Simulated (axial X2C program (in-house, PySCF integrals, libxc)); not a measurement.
What spin–orbit coupling does to GaMo

All values were computed with an axial X2C code built on PySCF integrals. Spin-free means the one-electron spin-free X2C Hamiltonian; two-component (2c) means X2C with spin–orbit coupling and atomic mean-field two-electron Coulomb and Gaunt terms, so the difference of the two also holds small scalar two-electron terms. Basis: Mo dyall-cv3z [11s12p9d5f3g], Ga dyall-cv3z [9s9p7d4f1g] (cores contracted in-house); Gaussian nuclei, density fitting, unrestricted open shells. Masses: Mo 97.905 u, Ga 68.926 u.

Spin-free state: M_S = 5/2, Λ = 0 (beyond evenly filled blocks: σα, π+α, π-α, δ+α, δ-α); fragments Mo + Ga.

```
 level  Re (Å)  ωe (cm⁻¹)  De (eV)  μ (D)
  PBE0   2.743      155.8    1.176  -0.78
r2SCAN   2.700      158.0    1.190  -1.00
```

Dipoles are positive if Ga is the positive end.

Two-component determinant lowest at the distance of the search:

Ω = 5/2 (⟨Sz⟩ = 2.50, ⟨Lz⟩ = 0.00 at PBE0); fragments Mo + Ga.

```
 level  Re (Å)  ωe (cm⁻¹)  μ (D)
  PBE0   2.744      155.5  -0.78
r2SCAN   2.700      157.7  -1.00
```

From the two tables, how do the constants change at the PBE0 level (2c against spin-free)?

At the PBE0 level Re goes up by 0.001 Å and ωe goes down by 0.3 cm⁻¹.

Occupations by symmetry block were frozen at the best pattern of an incomplete PBE0 search. Dissociation energies refer to the lowest single-determinant-based atoms at the same level and basis. De is not given where an atomic determinant may have missed its ground term or J level, or where the truncated virtual space spoils (T). Density functionals use the spin component along the axis (collinear). Other states lie close and PBE0, whose exact exchange favours high spin, may order them wrongly; the determinant shown need not be the ground state. The nearest other spin-free determinant of the search, M_S = 5/2, Λ = 1, lies 0.46 eV up at the distance of the search. Without a current term, density functionals place determinants with orbital angular momentum somewhat too high. With several unpaired electrons one determinant need not be a pure state. This is the top spin component of a Σ state; components of lower Ω are not single determinants and can lie lower. The determinant is spin-polarised beyond a pure state at some levels (its spin-free form has ⟨S²⟩ too high), which makes Re and μ there less reliable.
